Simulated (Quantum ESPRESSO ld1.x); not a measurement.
The numbers below are computed, except where a source is named.
Valence configurations of Sn III (all share [Kr]). Code: ld1.x of Quantum ESPRESSO 7.5. Model: scalar-relativistic Kohn-Sham, LDA (Slater exchange, Perdew-Zunger correlation), spin-polarised, spherical densities, point nucleus; open shells are filled with parallel spins first. Energies are relative to 4d10 5s2; eigenvalues in eV for spin up.

valence           E (eV)  moment (Bohr magnetons)    e(4d)    e(5p)    e(5s)
4d10 5s2           0.000                        0  -43.385        -  -26.534
4d10 5s1.5 5p0.5   4.023                        1  -44.162  -18.863  -27.328
4d10 5s1 5p1       7.666                        2  -44.884  -19.513  -28.054
4d9.5 5s2 5p0.5   13.051                        1  -46.772  -19.350  -28.082
4d10 5p2          16.258                        2  -46.201  -20.205        -
4d9.5 5s1 5p1.5   20.596                        3  -48.179  -20.585  -29.475
4d9 5s2 5p1       26.979                        2  -50.141  -20.470  -29.546
4d9 5s1.5 5p1.5   30.892                        3  -50.828  -21.057  -30.214
4d9 5s1 5p2       34.410                        4  -51.468  -21.607  -30.843
4d8 5s1 5p3       64.716                        6  -58.042  -23.539  -33.453

NIST lists [Kr] 4d10 5s2 as the ground configuration; this level of theory agrees among the configurations tried. The energies are those of spherical high-spin densities, not of single terms.
